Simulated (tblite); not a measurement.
`[CH2]c1cccc(C=C)c1` [radical] (doublet state). Structure optimised with GFN2-xTB, isolated species. This method treats the open shell by occupation alone, without spin polarisation.

```
atom  x, y, z in Å
C1    -2.8204   -0.9794   -0.6149
C2    -1.6769   -0.2579   -0.3421
C3    -1.7058    1.1587   -0.2119
C4    -0.5563    1.8589    0.0556
C5     0.6599    1.2049    0.2103
C6     0.7365   -0.1919    0.0958
C7     1.9887   -0.9252    0.2569
C8     3.1641   -0.4213    0.6108
C9    -0.4194   -0.8983   -0.1802
H10   -2.7939   -2.0494   -0.7130
H11   -3.7708   -0.4925   -0.7377
H12   -2.6490    1.6711   -0.3299
H13   -0.5923    2.9354    0.1487
H14    1.5480    1.7804    0.4166
H15    1.9116   -1.9893    0.0681
H16    4.0347   -1.0468    0.7085
H17    3.3132    0.6237    0.8206
H18   -0.3807   -1.9747   -0.2738
```

(1) Which two atoms are farthest apart?

(2) Work out the bond lengths C5–C6, C5–H14, C6–C9, C8–H16, C9–H18 in Å.

(3) What are the angles C3–C2–C9, C4–C5–C6, C5–C6–C7, C6–C9–H18?

(4) Where is the centre of mass (commonest isotopes), and what is the radius of gyration?

(5) How far are the heavy atoms from their best plane (unweighted least squares)?

(6) Give the dihedral angles C6–C7–C8–H17, H12–C3–C4–H13, C4–C5–C6–C7, H15–C7–C8–H17, C2–C3–C4–C5.

(7) How far apart are these pairs, which share no bond: C1···C6, C1···C8, C3···C8, C3···H11?

(8) What is the repulsion energy of the bare nuclei, Σ ZA·ZB/RAB?

Answers

(1) H11···H16, 7.96 Å; the next longest distance is 7.34 Å.

(2) For C5–C6 the difference vector is (0.0766, -1.3968, -0.1145) Å, of length 1.4036 Å. C5–C6 1.404; C5–H14 1.078; C6–C9 1.382; C8–H16 1.076; C9–H18 1.081 Å.

(3) From the scalar product of the two bond vectors; for C3–C2–C9 it is -0.9225 Å² over 1.4229 × 1.4204 Å², cos θ = -0.4564. C3–C2–C9 117.2°; C4–C5–C6 120.5°; C5–C6–C7 122.5°; C6–C9–H18 119.7°.

(4) Mass 117.070 u; centre at (-0.059, 0.052, -0.011) Å; Rg = √(Σ m r²/M) = 2.198 Å. As Ia + Ib + Ic = 2 Σ m r², the three principal moments sum to 1131.5 u·Å².

(5) 0.024 Å rms; C1 0.02, C2 0.01, C3 0.01, C4 0.00, C5 0.02, C6 0.02, C7 0.03, C8 0.05, C9 0.01 Å (magnitudes).

(6) C6–C7–C8–H17 0° (synperiplanar); H12–C3–C4–H13 0° (synperiplanar); C4–C5–C6–C7 180° (antiperiplanar); H15–C7–C8–H17 180° (antiperiplanar); C2–C3–C4–C5 0° (synperiplanar). Dihedral signs follow IUPAC: positive where, seen along the central bond, the front bond turns clockwise onto the rear one.

(7) C1···C6 3.712 Å (3 bonds apart); C1···C8 6.134 Å (5 bonds apart); C3···C8 5.185 Å (5 bonds apart); C3···H11 2.696 Å (3 bonds apart).

(8) 388.00 Eh over 153 pairs, with full nuclear charges and distances in bohr; the largest single term is 14.36 Eh (C7 with C8).

Its lowest GFN2-xTB frequency is 6i cm⁻¹, too small to tell a flat minimum from a shallow saddle. 2 starts were optimised and ended at 0.00 and 0.10 kcal/mol (GFN2-xTB); the lowest of these is shown.

One conformer stands for the species.

These are computed values.
